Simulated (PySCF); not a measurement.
# MF anions for M along group 14

CCSD(T) with triple-zeta basis sets in PySCF, for the lowest determinant that a PBE0 search found; no spin–orbit coupling. De refers to high-spin ground-configuration atoms (the charge goes to the atom of lower measured ionisation energy or higher electron affinity, which is not always the lowest computed limit).

```json
{"M": "C", "basis": "def2-TZVPPD", "reference, frozen orbitals": "UHF, 2", "charged atom": "F−", "state (unpaired electrons)": "triplet (π ↑↑)", "Re (Å)": "1.458", "ωe (cm⁻¹)": "777", "De (eV)": "2.53"}
{"M": "Si", "basis": "def2-TZVPPD", "reference, frozen orbitals": "UHF, 6", "charged atom": "F−", "state (unpaired electrons)": "triplet (π ↑↑)", "Re (Å)": "1.709", "ωe (cm⁻¹)": "646", "De (eV)": "3.32"}
{"M": "Ge", "basis": "def2-TZVPPD", "reference, frozen orbitals": "UHF, 10", "charged atom": "F−", "state (unpaired electrons)": "triplet (π ↑↑)", "Re (Å)": "1.866", "ωe (cm⁻¹)": "496", "De (eV)": "2.79"}
{"M": "Sn", "basis": "def2-TZVPPD", "reference, frozen orbitals": "UHF, 5", "charged atom": "F−", "state (unpaired electrons)": "triplet (π ↑↑)", "Re (Å)": "2.042", "ωe (cm⁻¹)": "451", "De (eV)": "2.75"}
```

(1) By what factor does the harmonic wavenumber vary along the series?

Down a group the atoms grow and get heavier, so bonds lengthen and wavenumbers fall; this series shows no clear exception.

Correlated steps freeze the inner cores (2 to 10 orbitals); shallow outer-core shells are correlated. These are scalar-relativistic numbers at best; spin–orbit coupling would shift them, the dissociation energy most. For an ion De counts to the pair picked by the measured ionisation energies or electron affinities, which need not be the lowest pair at this level. States were picked by a PBE0 search and need not be the measured ground states.

Results:

(1) At CCSD(T) it runs from 451 cm⁻¹ (SnF⁻) to 777 cm⁻¹ (CF⁻), a factor of 1.72.
